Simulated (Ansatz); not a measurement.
A trace of molecular dynamics of CH6BClFN (11 atoms, charge 0, multiplicity 1).

Computed with Ansatz, RKS BHLYP/def2-SVP.

| Property | Result |
| --- | --- |
| ensemble | NVE (velocity Verlet) |
| starting velocities drawn for | 300 K |
| seed | 2425 |

```
time (fs)  T (K)  potential energy less start (eV)  conserved less start (meV/atom)
        0    300                             0.000                             0.00
        4    123                             0.207                             0.11
        8    135                             0.193                             0.10
       12    183                             0.137                             0.09
       16    149                             0.176                             0.08
       20    238                             0.072                             0.03
       24    205                             0.112                             0.14
       28    269                             0.037                             0.12
       32    384                            -0.097                             0.04
       36    409                            -0.126                            -0.01
       40    560                            -0.303                            -0.01
       44    574                            -0.319                            -0.01
       48    568                            -0.312                            -0.01
       52    670                            -0.432                            -0.07
       56    621                            -0.374                            -0.02
       60    638                            -0.394                            -0.01
       64    560                            -0.303                             0.01
       68    572                            -0.316                             0.00
       72    664                            -0.425                            -0.09
       76    526                            -0.263                             0.01
       80    590                            -0.338                            -0.04
       84    595                            -0.344                            -0.06
       88    534                            -0.272                            -0.03
       92    608                            -0.360                            -0.08
       96    521                            -0.257                             0.03
      100    576                            -0.321                            -0.05
```

Can this run be trusted? Judge the integration.

The conserved energy stayed within 0.22 meV per atom of its start (net change -0.052 meV per atom), so the integration is sound. The kinetic energy rose, since the run started high on the potential surface and went downhill. It ends in pieces (CH5BClN + FH), so much of that is their flight and rotation, not heat. A run of 0.1 ps of so small a system gives no equilibrium averages. The orbitals stay closed-shell, which can raise the energy where a bond breaks towards radicals; this wasn't checked here. The time step was 0.5 fs.

Run time: 8.9 min on 2 threads of Arm Neoverse V1 (shared host), peak memory 0.22 GiB.
